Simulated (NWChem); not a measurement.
System meant: CH₄SSeTe; SMILES CS[Te][SeH]

Input file for NWChem:

```
start job
memory heap 200 mb stack 900 mb global 1100 mb
geometry units angstroms noautoz
  Te     0.845399     0.245292    -0.050420
  S     -0.771093     1.877097     0.644790
  C     -1.723545     2.210723    -0.863915
  H     -1.082317     2.571342    -1.679619
  H     -2.443208     2.999667    -0.596386
  H     -2.280333     1.318965    -1.183949
  Se    -0.424787    -1.943865     0.096480
  H     -0.911972    -1.935058    -1.294721
end
basis spherical
  * library def2-svp
end
dft
  xc pbe0
  iterations 150
  mulliken
end
task dft energy
```

End of the output:

```
             Grid Information
             ----------------
          Grid used for XC integration:  medium
          Radial quadrature: Mura-Knowles
          Angular quadrature: Lebedev.
          Tag              B.-S. Rad. Rad. Pts. Rad. Cut. Ang. Pts.
          ---              ---------- --------- --------- ---------
          Te                  1.40      123          11.0       590
          S                   1.00       88          11.0       590
          C                   0.70       49          12.0       434
          H                   0.35       45          13.0       434
          Se                  1.15      112          13.0       590
          Grid pruning is: on
          Number of quadrature shells:   552
          Spatial weights used:  Erf1

          Convergence Information
          -----------------------
          Convergence aids based upon iterative change in
          total energy or number of iterations.
          Levelshifting, if invoked, occurs when the
          HOMO/LUMO gap drops below (HL_TOL):  1.00D-02
          DIIS, if invoked, will attempt to extrapolate
          using up to (NFOCK): 10 stored Fock matrices.

                    Damping( 0%)  Levelshifting(0.5)       DIIS
                  --------------- ------------------- ---------------
          dE  on:    start            ASAP                start
          dE off:    2 iters        150 iters           150 iters

      Screening Tolerance Information
      -------------------------------
          Density screening/tol_rho:  1.00D-10
          AO Gaussian exp screening on grid/accAOfunc:  14
          CD Gaussian exp screening on grid/accCDfunc:  20
          XC Gaussian exp screening on grid/accXCfunc:  20
          Schwarz screening/accCoul:  1.00D-08

      Superposition of Atomic Density Guess
      -------------------------------------

      charge =      52.0 Te (Tellurium)

      symmetry species            s     p     d     f
      number of basis functions =10     7     6
      number of cont. functions = 4     4     2
      number of closed shells   = 5     3     2
      number of open shells     = 0     1     0
      open shell occupation     = 0     4     0
 ------------------------------------------------------------------------
 atomscf:atomd: error in atom scf                   0
 ------------------------------------------------------------------------
 ------------------------------------------------------------------------
  current input line :
    21: task dft energy
 ------------------------------------------------------------------------
 ------------------------------------------------------------------------
 This error has not yet been assigned to a category
 ------------------------------------------------------------------------
 For more information see the NWChem manual at https://nwchemgit.github.io

0:atomscf:atomd: error in atom scf:Received an Error in Communication
```

Find the fault in this run and fix the input.

The run crashed. Cause: the def2 basis of a heavy element holds valence functions alone and wants its effective core potential (without it all electrons must fit into that basis). This input runs:
```
start job
memory heap 200 mb stack 900 mb global 1100 mb
geometry units angstroms noautoz
  Te     0.845399     0.245292    -0.050420
  S     -0.771093     1.877097     0.644790
  C     -1.723545     2.210723    -0.863915
  H     -1.082317     2.571342    -1.679619
  H     -2.443208     2.999667    -0.596386
  H     -2.280333     1.318965    -1.183949
  Se    -0.424787    -1.943865     0.096480
  H     -0.911972    -1.935058    -1.294721
end
basis spherical
  * library def2-svp
end
ecp
  Te library def2-ecp
end
dft
  xc pbe0
  iterations 150
  mulliken
end
task dft energy
```
It converges to -3107.39851 Ha (PBE0/def2-SVP with def2 effective core potentials on Te).
